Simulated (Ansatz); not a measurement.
Mulliken charges of CH3Cl2FSi (`FC([SiH3])(Cl)Cl`) from PBE/def2-TZVPP in Ansatz (PBE0-D4/def2-TZVP geometry).

```tsv
atom	x (Å)	y (Å)	z (Å)	charge (e)
F1	-0.614	1.810	-0.098	-0.116
C2	-0.393	0.568	-0.589	0.189
Si3	0.458	-0.564	0.703	0.166
Cl4	-1.962	-0.124	-1.051	-0.080
Cl5	0.642	0.724	-2.023	-0.080
H6	-0.440	-0.650	1.878	-0.030
H7	1.752	0.064	1.060	-0.030
H8	0.650	-1.884	0.064	-0.018
```

**Question.** By hand: the dipole of these point charges (1 e Å = 4.8032 D).

**Answer.** Σ q r = (0.128, -0.193, 0.173) e Å, of length 0.289 e Å = 1.39 D.

**Question.** How does the dipole of the full density compare? (Best estimate.)

**Answer.** The calculation gave: (0.137, -0.197, 0.196) e Å, 1.49 D; the point charges give 0.93 times that, at 3° from its direction.

Point charges leave out the atoms' own dipoles, such as those of lone pairs, and Mulliken's split depends on the basis, so the close match here is no proof of good charges.
